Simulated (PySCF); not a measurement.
**P⁻ (phosphorus, charge -1) across methods**

[Ne] 3s2 3p4, high-spin 3P determinant. All numbers are calculated (PySCF 2.14, scalar relativity by spin-free X2C-1e, in aug-cc-pCVTZ-DK with one added diffuse shell each of s, p, d, f type (9s8p6d4f, 91 functions)).

| method | E (hartree) | mean ε 3s β (eV) | mean ε 3p α (eV) | mean ε 3p β (eV) | Σ⟨r²⟩ (bohr²) | ⟨S²⟩ |
| --- | --- | --- | --- | --- | --- | --- |
| PW91 | -342.1173 | -5.952 | 0.429 | 1.544 | 59.49 | 2.031 |
| PBE | -341.9696 | -5.940 | 0.418 | 1.548 | 60.52 | 2.041 |
| r2SCAN | -342.0956 | -5.875 | 0.175 | 1.503 | 58.11 | 2.058 |
| LC-wPBE | -342.0180 | -9.723 | -2.644 | -1.241 | 48.19 | 2.010 |
| M06-L | -342.1011 | -5.756 | 0.482 | 1.873 | 51.87 | 2.038 |
| LDA | -340.8519 | -6.156 | 0.367 | 1.511 | 59.80 | 2.038 |
| TPSS | -342.1453 | -5.828 | 0.492 | 1.589 | 56.91 | 2.023 |
| UHF | -341.51964 | -9.668 | -2.914 | -0.619 | 51.16 | 2.037 |

Q: Estimate the same row for PBE0.

A: E (hartree) = -341.9937; mean ε 3s β (eV) = -6.990; mean ε 3p α (eV) = -0.365; mean ε 3p β (eV) = 0.964; Σ⟨r²⟩ (bohr²) = 53.41; ⟨S²⟩ = 2.021.

The highest occupied level is positive at PW91, PBE, r2SCAN, M06-L, LDA, TPSS, PBE0: only the finite basis holds that electron, which in a density functional comes from self-interaction.
